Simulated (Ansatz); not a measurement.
```yaml
crystal:
  periodic: [false, false, false]
  atoms:
    - {symbol: Ga, position_ang: [-5.195498, 1.755089, -0.563898]}
    - {symbol: Ga, position_ang: [-2.502278, -4.059052, 2.869574]}
    - {symbol: Ga, position_ang: [1.061645, -4.487308, -0.613626]}
    - {symbol: Ga, position_ang: [-2.003849, 2.101096, -3.923225]}
    - {symbol: Ga, position_ang: [1.400364, -1.274178, -3.923928]}
    - {symbol: Ga, position_ang: [-1.718083, -1.076831, -0.935790]}
    - {symbol: Ga, position_ang: [-1.515986, 1.655022, 2.667785]}
    - {symbol: Ga, position_ang: [1.412311, -1.285669, 1.963228]}
    - {symbol: Ga, position_ang: [1.391303, 1.821200, -0.816455]}
    - {symbol: Ga, position_ang: [4.658739, -0.958199, -0.621192]}
    - {symbol: Ga, position_ang: [4.321750, 2.514048, 2.978505]}
    - {symbol: Sb, position_ang: [-3.243783, -2.443233, 0.796178]}
    - {symbol: Sb, position_ang: [-3.352808, 0.588742, -2.205079]}
    - {symbol: Sb, position_ang: [-3.419745, 2.848039, 1.177291]}
    - {symbol: Sb, position_ang: [-0.135001, -2.700976, -2.286263]}
    - {symbol: Sb, position_ang: [-0.203099, -2.745970, 3.530057]}
    - {symbol: Sb, position_ang: [2.899233, -2.757698, 0.381504]}
    - {symbol: Sb, position_ang: [-0.343272, 0.384009, -5.158603]}
    - {symbol: Sb, position_ang: [-0.175937, 3.340609, -2.369888]}
    - {symbol: Sb, position_ang: [2.886151, 0.241804, -2.309446]}
    - {symbol: Sb, position_ang: [-0.212134, 0.377867, 0.686888]}
    - {symbol: Sb, position_ang: [2.830536, 0.318074, 3.587678]}
    - {symbol: Sb, position_ang: [2.837625, 3.348147, 0.826293]}
    - {symbol: H, position_ang: [-5.868374, 2.920058, -1.375965]}
    - {symbol: H, position_ang: [-5.880946, 0.554659, 0.190110]}
    - {symbol: H, position_ang: [-3.529812, -3.783208, 4.022925]}
    - {symbol: H, position_ang: [-2.032526, -5.397290, 2.201969]}
    - {symbol: H, position_ang: [1.736048, -5.606510, -1.481734]}
    - {symbol: H, position_ang: [0.018013, -4.669097, 0.561570]}
    - {symbol: H, position_ang: [-2.761001, 3.093790, -4.880199]}
    - {symbol: H, position_ang: [2.223857, -2.068174, -5.006671]}
    - {symbol: H, position_ang: [-2.198333, 0.491865, 3.497143]}
    - {symbol: H, position_ang: [-0.523627, 2.737695, 3.250818]}
    - {symbol: H, position_ang: [5.776388, -1.653194, -1.474323]}
    - {symbol: H, position_ang: [4.845206, 0.114112, 0.528471]}
    - {symbol: H, position_ang: [5.647203, 1.973275, 2.340193]}
    - {symbol: H, position_ang: [4.068084, 3.586591, 4.095302]}
    - {symbol: H, position_ang: [-4.430515, -3.240100, -0.153014]}
    - {symbol: H, position_ang: [-4.279950, -1.209699, 1.383451]}
    - {symbol: H, position_ang: [-4.190147, -0.441266, -3.299015]}
    - {symbol: H, position_ang: [-4.297699, 3.955773, 2.150200]}
    - {symbol: H, position_ang: [-2.569177, 4.047598, 0.286609]}
    - {symbol: H, position_ang: [-1.205731, -3.513585, -3.358784]}
    - {symbol: H, position_ang: [0.848335, -3.862195, 4.301106]}
    - {symbol: H, position_ang: [-0.476560, -1.761986, 4.908674]}
    - {symbol: H, position_ang: [3.776468, -3.645436, 1.565920]}
    - {symbol: H, position_ang: [-1.363806, -0.577007, -6.145245]}
    - {symbol: H, position_ang: [0.443546, 1.222081, -6.432941]}
    - {symbol: H, position_ang: [0.799144, 4.362891, -3.343041]}
    - {symbol: H, position_ang: [-0.920396, 4.566682, -1.431415]}
    - {symbol: H, position_ang: [3.699580, 1.337595, -3.356626]}
    - {symbol: H, position_ang: [1.727136, 0.737682, 4.833405]}
    - {symbol: H, position_ang: [3.805675, -0.724776, 4.539406]}
    - {symbol: H, position_ang: [1.703788, 4.543885, 1.303202]}
    - {symbol: H, position_ang: [3.769346, 4.371458, -0.188286]}
basis:
  gaussian: {orbitals: def2-mTZVPP, fitting: {mean_field: def2-universal-jkfit}}
magnetization: {spin_polarized: true, initial_magnetization: 1}
hamiltonian: {xc: {name: B2GP-PLYP}}
scf: {lower_state_search: full}
```

```sh
$ ansatz run in.yaml --threads 11 --pin off --events-out ev --progress --plain --max-ram 174080MiB --backend cuda --devices 0, --max-vram 75GiB
```

Output, abridged:

```
Functional definition: B2GP-PLYP
6118 factors; integrals over basis functions are off by at most 6.9e-1 eV
mean field evaluation 1: about -654819.2827 eV, gradient 2.8e1 eV
mean field evaluation 2: about -654819.2833 eV, gradient 2.8e1 eV
mean field evaluation 4: about -654823.4608 eV, gradient 3.9e0 eV
mean field evaluation 8: about -654823.6089 eV, gradient 5.8e-1 eV
mean field evaluation 16: about -654823.6100 eV, gradient 2.8e-1 eV
mean field evaluation 32: about -654823.7182 eV, gradient 8.2e-1 eV
mean field evaluation 64: about -654823.7292 eV, gradient 1.3e-1 eV
mean field evaluation 96: about -654823.7329 eV, gradient 6.1e-6 eV
mean field evaluation 128: about -654823.7329 eV, gradient 1.2e-3 eV
mean field -654823.73291102 eV, -24064.3283290121 hartree, gradient 2.1e-6 eV, S^2 0.760521; 8 other end points of the search recorded, 0 dependent functions left out
147 core orbitals not correlated: weight in the atoms' cores, before any rotation towards them, 1.000 or more for the frozen orbitals, at most 0.000 for the correlated occupied ones
reference -654823.73330801 eV, -24064.3283436012 hartree; 178, 177 occupied and 663, 664 virtual orbitals, 6118 factors
second order -137.07555567 eV of doubles, -0.00000000 eV of singles
Total energy: -654873.08050805 eV, -24066.1418197540 hartree
```

Run time 2.7 min (11 threads of AMD EPYC 7R13 on a shared host and a whole NVIDIA H100 80GB HBM3), peak host memory 13 GiB.

In the def2 sets Sb takes a core potential; there is no spin–orbit coupling. Correlated methods freeze 147 core orbitals; core or outer-core shells of Ga, Sb are correlated, in sets that lack core-valence functions.
